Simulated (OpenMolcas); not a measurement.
5d³ along the 71-electron sequence

- Program: OpenMolcas 26.06
- Method: MS-CASPT2, IPEA 0.25 Eh, imaginary shift 0.1 Eh
- Basis: ANO-RCC-VTZP
- Scalar Hamiltonian: DKH2, point nucleus
- Spin-orbit coupling: RASSI with atomic mean-field integrals over the reference wave functions, term energies averaged over their components

Active space for each ion: 3 electrons in 5 orbitals (5d); closed shells correlated by CASPT2: 5s 5p.

Computed levels in cm-1 above ⁴F_3/2:

```tsv
Level	Ta2+	W3+	Re4+	Os5+	Ir6+	Pt7+
⁴F_5/2	2580	3640	4910	6510	8440	10460
⁴F_7/2	5030	6950	9100	11650	14590	17570
²P_1/2	9890	19410	24460	29570	35250	40970
²G_7/2	12540	16130	19570	23420	27940	32610
⁴P_5/2	14510	18070	21550	25530	29870	34360
⁴P_1/2	14990	12340	14870	17340	20000	22780
²H_11/2	18740	23540	28060	33080	38850	44720
²D_5/2(1)	18980	24630	29850	35430	41630	47900
²F_7/2	24800	30810	36180	41730	47930	54310
weight of ⁴F in the lowest level (%)	89	87	85	82	79	76
```

Mixed levels, with the weight of the term that names them: Ta2+ ²P_1/2 (53 %), Ta2+ ⁴P_1/2 (53 %), W3+ ²P_1/2 (57 %), W3+ ⁴P_1/2 (57 %), Re4+ ²P_1/2 (66 %), Re4+ ⁴P_1/2 (66 %), Os5+ ²P_1/2 (67 %), Os5+ ⁴P_1/2 (67 %), Ir6+ ²P_1/2 (68 %), Ir6+ ⁴P_1/2 (68 %), Pt7+ ²P_1/2 (67 %), Pt7+ ²G_7/2 (74 %), Pt7+ ⁴P_1/2 (67 %).

Measured, with the error of the calculation in %. Measured levels: W3+ from the list in J. Phys. B 45, 035001 (2012); Re4+ from the list in Brasseur, Gamrath and Quinet, At. Data Nucl. Data Tables 157, 101636 (2024); Os5+ from the list in Brasseur, Palmeri and Quinet, Atoms 13, 11 (2025).

```
    Level           W3+          Re4+          Os5+
   ⁴F_5/2   3537 (+2.9)   4853 (+1.1)   6397 (+1.8)
   ⁴F_7/2   6745 (+3.1)   8973 (+1.4)  11444 (+1.8)
   ²P_1/2  18365 (+5.7)  23669 (+3.4)  28860 (+2.5)
   ²G_7/2  15261 (+5.7)  19013 (+2.9)  22920 (+2.2)
   ⁴P_5/2  17190 (+5.1)  20922 (+3.0)  24828 (+2.8)
   ⁴P_1/2  11773 (+4.8)  14325 (+3.8)  16772 (+3.4)
  ²H_11/2  22223 (+5.9)  27077 (+3.6)  32156 (+2.9)
²D_5/2(1)  22766 (+8.2)  28739 (+3.9)  34418 (+2.9)
   ²F_7/2  28412 (+8.5)  34625 (+4.5)  40447 (+3.2)
```

The fine-structure level ⁴F_7/2 changes by a factor of 3.49 from Ta2+ to Pt7+. Its fourth root runs 8.42, 9.13, 9.77, 10.39, 10.99, 11.51, with steps per unit of Z of 0.71, 0.64, 0.62, 0.60, 0.52; equal steps would mean a (Z - σ)^4 law with constant σ.

²P_1/2 changes by a factor of 4.14 over the same range, with steps per unit of Z of +9520, +5050, +5110, +5680, +5720 cm-1.

CASPT2 does not keep the components of a term degenerate, so their means are used; among the terms shown or strongly mixed into the levels shown the widest spread is 610 cm-1 (5d³ ⁴F, Ta2+). The CASPT2 spread within a term exceeds the gap to the next term for 5d³ ²P and 5d³ ²G, so the order of their levels is uncertain (figures for Ta2+; the like holds for W3+). Configurations with an s electron lie low in 5d ions of this charge, fall among these levels and mix in, so low-spin terms can stand far too high, up to twice their true height, and weights are not those of the real levels (holds for Ta2+). Measured partners are found by configuration, term and J. A level has none where our copy of the source lacks it or the pairing is in doubt (some pairs that miss far off the trend of their configuration count as doubtful), and it then counts in no deviation. Levels of configurations outside the active space are missing.

A number in round brackets counts repeated terms of one configuration in the order of the reference energies.
